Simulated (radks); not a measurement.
Values are calculated unless marked as measured or tabulated.
Neutral holmium, configuration [Xe] 4f11 6s2. Code: a radial shooting solver on a logarithmic mesh with Libxc functionals. Model: Dirac Kohn-Sham, PBE, spin-unpolarised, spherical densities, point nucleus; open shells fill j = l - 1/2 first.

Normalised radial functions P(r) = r R(r) (large component), r in bohr:

| r | 5p1/2 | 5p3/2 | 4f7/2 |
|---|---|---|---|
| 0.001187 | 0.0043 | 0.0009 | 0.0000 |
| 0.001903 | 0.0075 | 0.0023 | 0.0000 |
| 0.003027 | 0.0134 | 0.0054 | 0.0000 |
| 0.004814 | 0.0247 | 0.0126 | 0.0000 |
| 0.007656 | 0.0461 | 0.0281 | 0.0000 |
| 0.01227 | 0.0851 | 0.0598 | 0.0001 |
| 0.01952 | 0.1444 | 0.1139 | 0.0004 |
| 0.03105 | 0.2091 | 0.1828 | 0.0023 |
| 0.04978 | 0.2112 | 0.2108 | 0.0115 |
| 0.07917 | 0.0402 | 0.0826 | 0.0482 |
| 0.1259 | -0.2576 | -0.2055 | 0.1669 |
| 0.2002 | -0.2388 | -0.2640 | 0.4459 |
| 0.321 | 0.3168 | 0.2340 | 0.8586 |
| 0.5106 | 0.3627 | 0.4006 | 1.0927 |
| 0.812 | -0.5126 | -0.3754 | 0.9225 |
| 1.302 | -0.9527 | -0.9197 | 0.5519 |
| 2.07 | -0.5287 | -0.5922 | 0.2529 |
| 3.293 | -0.1152 | -0.1550 | 0.0929 |
| 5.237 | -0.0079 | -0.0140 | 0.0274 |
| 8.396 | -0.0001 | -0.0002 | 0.0050 |
| 13.35 | 0.0000 | 0.0000 | 0.0004 |

5p1/2: eigenvalue -29.402 eV, 3 radial nodes at r = 0.0845, 0.251, 0.635 bohr, <r> = 1.45 bohr, 90 % of the charge inside 2.13 bohr. 5p3/2: eigenvalue -24.403 eV, 3 radial nodes at r = 0.0916, 0.267, 0.673 bohr, <r> = 1.56 bohr, 90 % of the charge inside 2.31 bohr. 4f7/2: eigenvalue -2.626 eV, 0 radial nodes, <r> = 0.870 bohr, 90 % of the charge inside 1.53 bohr.
